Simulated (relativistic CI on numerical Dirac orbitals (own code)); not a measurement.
## Hyperfine structure of Tm XXV, mass number 169

Computed by Dirac-Coulomb-Breit CI, KLI orbitals optimised for each configuration, model QED (radiative potential, 1s self-energy scaled to tabulated hydrogen-like ionisation energies), unscaled Slater integrals (own radial code, finite nucleus).

Configurations in the expansion (outside the closed core [Ar] 3d10): 4s2 4p6 4d9, 4s2 4p5 4d10, 4s2 4p6 4d8 4f, 4s 4p6 4d10, 4s2 4p5 4d9 4f, 4s2 4p6 4d8 5s, 4s 4p6 4d9 4f, 4s2 4p6 4d8 5p, 4s2 4p6 4d7 4f 5s, 4s2 4p6 4d8 5d, 4s2 4p5 4d9 5s, 4s2 4p6 4d7 5s 5p, 4s2 4p6 4d7 5s2, 4s2 4p6 4d6 4f 5s2, 4s2 4p5 4d7 4f 5s2, 4s 4p6 4d7 4f 5s2. Double excitations out of closed p, d and f shells are left out; levels of such configurations are missing from the list, as are those of other unlisted configurations, and high levels can miss mixing partners.

Nuclear spin I = 1/2, μ = -0.231 μN (tables of Stone and Pyykkö). The electronic factors are computed for point nuclear moments, without core polarisation or the Bohr-Weisskopf and QED corrections.

| Level | E (eV) | A (MHz) |
| --- | --- | --- |
| 4s2 4p6 4d9 2D_5/2 | 0.000 | -3112 |
| 4s2 4p6 4d9 2D_3/2 | 10.902 | -7846 |
| 4s2 4p5 4d10 2P°_3/2 | 153.813 | -14010 |
| 4s2 4p6 4d8 4f 4F°_7/2 | 166.517 | -2277 |
| 4s2 4p6 4d8 4f 4F°_9/2 | 168.444 | -1858 |
| 4s2 4p6 4d8 4f 2P°_1/2 | 170.116 | -10370 |
| 4s2 4p6 4d8 4f 4I°_15/2 | 170.460 | -1996 |
| 4s2 4p6 4d8 4f 4D°_7/2 | 171.007 | -1765 |

Levels with J = 0, under 50 % of one LS term, or S terms without an open s electron are left out. Small factors come from cancelling terms and can be off by tens of per cent or more.

At this charge energies of transitions that change n are usually good to better than 1 %, and those within a shell (Δn = 0) to a few per cent.

Q: Give the hyperfine levels of 4s2 4p6 4d9 2D_5/2 relative to its centre of gravity.

A: With K = F(F + 1) − I(I + 1) − J(J + 1), E = AK/2: F = 2: 5447, F = 3: -3891 MHz.

LS names give the leading component of a level, which can be under half, so a name can repeat, a term be missing and a line seem to break the LS rules.
